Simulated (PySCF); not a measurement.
Molfile (atoms numbered from 1):
```
C6H7FOSi
     RDKit          3D

 16 16  0  0  0  0  0  0  0  0999 V2000
   -2.0373    2.2244    0.8944 F   0  0  0  0  0  0  0  0  0  0  0  0
   -1.5602    1.0942    0.3312 C   0  0  0  0  0  0  0  0  0  0  0  0
   -2.4320    0.2627   -0.3459 C   0  0  0  0  0  0  0  0  0  0  0  0
   -1.9217   -0.8916   -0.9161 C   0  0  0  0  0  0  0  0  0  0  0  0
   -0.5790   -1.1981   -0.8081 C   0  0  0  0  0  0  0  0  0  0  0  0
    0.2856   -0.3470   -0.1209 C   0  0  0  0  0  0  0  0  0  0  0  0
    1.5808   -0.6899   -0.0446 O   0  0  0  0  0  0  0  0  0  0  0  0
    2.9002   -0.0152    0.6347 Si  0  0  0  0  0  4  0  0  0  0  0  0
   -0.2129    0.8151    0.4566 C   0  0  0  0  0  0  0  0  0  0  0  0
   -3.4761    0.5194   -0.4198 H   0  0  0  0  0  0  0  0  0  0  0  0
   -2.5802   -1.5589   -1.4503 H   0  0  0  0  0  0  0  0  0  0  0  0
   -0.1755   -2.0952   -1.2503 H   0  0  0  0  0  0  0  0  0  0  0  0
    3.8801   -1.0179    0.2537 H   0  0  0  0  0  0  0  0  0  0  0  0
    2.7248    0.1136    2.0822 H   0  0  0  0  0  0  0  0  0  0  0  0
    3.1590    1.3052    0.0584 H   0  0  0  0  0  0  0  0  0  0  0  0
    0.4368    1.4882    0.9925 H   0  0  0  0  0  0  0  0  0  0  0  0
  1  2  1  0
  2  3  1  0
  3  4  2  0
  4  5  1  0
  5  6  2  0
  6  7  1  0
  7  8  1  0
  6  9  1  0
  9  2  2  0
  3 10  1  0
  4 11  1  0
  5 12  1  0
  8 13  1  0
  8 14  1  0
  8 15  1  0
  9 16  1  0
M  END
```

[PySCF 2.14.0 with density-fitted response routines: coordinates at the GFN2-xTB level; σ from GIAO-PBE0/pcSseg-1; equivalent nuclei averaged; no solvent model; a single conformation; relativity neglected]

Chemical shifts δ = σref − σ; $^{13}$C (186.93 ppm) vs TMS, all at this level.

**Question.** Do the $^{13}$C shifts follow the atomic charges (in e)? Tabulate both.

**Answer.** 
```json
{"atoms": "C2", "hybridisation": "sp2", "δ (ppm)": "173.5", "σ para (ppm)": "-238", "Hirshfeld": "+0.09", "IAO": "+0.31", "Mulliken": "+0.33", "ESP-fitted": "+0.48"}
{"atoms": "C6", "hybridisation": "sp2", "δ (ppm)": "163.5", "σ para (ppm)": "-229", "Hirshfeld": "+0.09", "IAO": "+0.22", "Mulliken": "+0.32", "ESP-fitted": "+0.57"}
{"atoms": "C4", "hybridisation": "sp2", "δ (ppm)": "136.4", "σ para (ppm)": "-205", "Hirshfeld": "-0.04", "IAO": "-0.13", "Mulliken": "-0.06", "ESP-fitted": "+0.03"}
{"atoms": "C5", "hybridisation": "sp2", "δ (ppm)": "121.1", "σ para (ppm)": "-188", "Hirshfeld": "-0.07", "IAO": "-0.20", "Mulliken": "-0.12", "ESP-fitted": "-0.47"}
{"atoms": "C3", "hybridisation": "sp2", "δ (ppm)": "113.6", "σ para (ppm)": "-184", "Hirshfeld": "-0.08", "IAO": "-0.22", "Mulliken": "-0.15", "ESP-fitted": "-0.46"}
{"atoms": "C9", "hybridisation": "sp2", "δ (ppm)": "106.7", "σ para (ppm)": "-180", "Hirshfeld": "-0.09", "IAO": "-0.25", "Mulliken": "-0.22", "ESP-fitted": "-0.55"}
```

Correlation coefficients of δ with charge over these carbons: Hirshfeld +0.98, IAO +0.98, Mulliken +0.98, ESP-fitted +0.97; with the paramagnetic shielding -1.00. With so few points these coefficients are fragile. Charge is one influence among several: hybridisation and low-lying excitations act through the paramagnetic term.

Shifts are as computed. Against solution values, carbons near 30 ppm lie about +3 ppm off and those near 130 ppm about +5 ppm. Of 1211 compounds with measured shifts, 218 miss one by over three times the rms of a fit or turn the order of signals round; such compounds aren't used in these exercises.
